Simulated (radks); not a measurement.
Spherical quantum dot in the effective-mass picture: electrons in a hard-walled sphere of radius 2, with a point charge +1 (a donor) at the centre, all in effective atomic units (hartree* = m*/eps^2 hartree, bohr* = eps/m* bohr), one dielectric constant everywhere. Method: non-relativistic Kohn-Sham, exchange-only LDA, spin-polarised, spherical densities; computed with a radial shooting solver with Libxc functionals. Levels are named by radial order and angular momentum (1s, 1p, 1d, 2s, ...), and open shells are averaged over m. Results are scaled to m* = 0.111 and eps = 11.7, for which hartree* = 22.06 meV and bohr* = 5.578 nm.

N = 27, configuration 1s2 1p6 1d10 2s2 1f(up 7, down 0). This is the lowest configuration that the search found. Occupied and some empty levels:

| level | occupation | eigenvalue (meV) | <r> (nm) |
|---|---|---|---|
| 1s up | 1 | 405.69 | 6.911 |
| 1s down | 1 | 409.15 | 6.836 |
| 1p up | 3 | 423.57 | 7.492 |
| 1p down | 3 | 427.50 | 7.464 |
| 1d up | 5 | 450.95 | 7.841 |
| 1d down | 5 | 455.12 | 7.828 |
| 2s up | 1 | 484.42 | 4.831 |
| 2s down | 1 | 485.98 | 4.864 |
| 1f up | 7 | 487.12 | 8.106 |
| 1f down | 0 | 491.43 | 8.100 |
| 1g up | 0 | 531.41 | 8.319 |
| 1g down | 0 | 535.80 | 8.316 |
| 2p up | 0 | 542.99 | 5.787 |
| 2p down | 0 | 545.06 | 5.784 |
| 2d up | 0 | 603.51 | 6.343 |
| 2d down | 0 | 606.01 | 6.335 |

Energy (meV): total 7045.80, kinetic 2616.8, external -498.07, Hartree 5385.8, exchange-correlation -458.69.
